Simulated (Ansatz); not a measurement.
`[F][GaH][O][SiH3]` + `BrC1BO1` → `[SiH3][O][GaH][Br]` + `FC1BO1` at 298.15 K and 1 bar (redistribution).

Computed with Ansatz on PBE0-D4/def2-TZVP structures; ΔE is electronic, products minus reactants. CCSD(T)/CBS adds triple-zeta CCSD(T) − MP2 to the extrapolated MP2 energy (def2 sets, frozen cores). For Br, Ga outer-core shells are correlated without core-valence functions, which leaves a few kJ/mol of doubt a bond. Scalar relativity is left out up to krypton. Each species was taken in one conformer, which may not be the lowest.

```json
{"species": "`[F][GaH][O][SiH3]`", "CCSD(T)/CBS energy (Eh)": "-2390.49581", "H − E (kJ/mol)": "121.2", "S (J/(mol·K))": "359.9"}
{"species": "`BrC1BO1`", "CCSD(T)/CBS energy (Eh)": "-2712.51895", "H − E (kJ/mol)": "99.9", "S (J/(mol·K))": "291.3"}
{"species": "`[SiH3][O][GaH][Br]`", "CCSD(T)/CBS energy (Eh)": "-4864.03713", "H − E (kJ/mol)": "119.3", "S (J/(mol·K))": "380.5"}
{"species": "`FC1BO1`", "CCSD(T)/CBS energy (Eh)": "-238.98850", "H − E (kJ/mol)": "104.5", "S (J/(mol·K))": "267.1"}
```

H − E and S are ideal-gas, rigid-rotor, harmonic terms from PBE0-D4/def2-TZVP, for one conformer and one mirror image of each species. 1 Eh = 2625.50 kJ/mol, R = 8.31446 J/(mol·K).

Q: By hand: ΔE, ΔH, ΔS and ΔG.

A: ΔE = (-4864.03713) + (-238.98850) − (-2390.49581) − (-2712.51895) = -0.01087 Eh = -28.5 kJ/mol. Δ(H − E) = 119.3 + 104.5 − 121.2 − 99.9 = 2.7, so ΔH = -25.8 kJ/mol. ΔS = 380.5 + 267.1 − 359.9 − 291.3 = -3.6 J/(mol·K). ΔG = -25.8 − 298.15 × (-3.6)/1000 = -24.7 kJ/mol.

Q: By hand: the equilibrium constant, and the temperature at which ΔG would vanish if ΔH and ΔS stayed fixed.

A: log₁₀ K = −ΔG/(RT ln 10) = 4.3. ΔG = 0 at ΔH/ΔS = 7167 K, far beyond where these terms or the molecules hold.

The number of gas molecules stays the same, so ΔS is small and ΔH decides. A doubt of 5 kJ/mol in ΔE shifts log₁₀ K by 0.9 here. Other conformers and mirror images would add mixing entropy, several J/(mol·K) or more a flexible species. Modes under 60 cm⁻¹, often nearly free rotors, make the harmonic entropy too high. These are equilibria of isolated gas molecules and say nothing of rates. Largest T1 diagnostic: 0.016 (customary marks: 0.02 for closed shells, 0.045 for open ones).
